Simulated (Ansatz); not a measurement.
Start from `[TeH][SiH]1CC1` and change one atom or group to get `Br[SiH]1CC1`.

Ansatz, PBE0-D4/def2-TZVP geometries, multiplicity 1. 

Elements past krypton have def2 core potentials. Scalar relativity is left out up to krypton. Spin–orbit coupling is left out; it splits and shifts lone-pair levels of the heavy atoms by tenths of an eV.

| property | `[TeH][SiH]1CC1` |
| --- | --- |
| HOMO energy (PBE0/def2-TZVPP) / eV | -6.51 |
| HOMO energy (PBE/def2-TZVPP) / eV | -5.48 |
| LUMO energy (ωB97M-V/def2-TZVPP) / eV | 1.06 |
| LUMO energy (B3LYP/def2-TZVPP) / eV | -0.95 |
| size of the dipole moment (B3LYP/def2-TZVPP) / D | 0.55 |
| HOMO–LUMO gap (PBE/def2-TZVPP) / eV | 3.95 |

Problem. What does the change do to each property? (Best estimate.)

Solution. Ansatz gave: 
```
                                        property  `Br[SiH]1CC1`  shift
              HOMO energy (PBE0/def2-TZVPP) / eV          -7.06  -0.55
               HOMO energy (PBE/def2-TZVPP) / eV          -5.91  -0.43
           LUMO energy (ωB97M-V/def2-TZVPP) / eV           1.88   0.82
             LUMO energy (B3LYP/def2-TZVPP) / eV          -0.26   0.69
size of the dipole moment (B3LYP/def2-TZVPP) / D           1.27   0.72
             HOMO–LUMO gap (PBE/def2-TZVPP) / eV           4.95   1.00
```

With PBE0 the HOMO falls by 0.55 eV and the LUMO rises by 0.71 eV, so the gap widens by about 1.26 eV. PBE moves the HOMO by -0.43 eV and ωB97M-V by -0.61 eV. Dipoles are sizes alone; their direction can turn.

Positive LUMOs are unbound, so they and the gaps depend on the basis.

B3LYP here is the variant with VWN-RPA as its local correlation; programs differ in this.
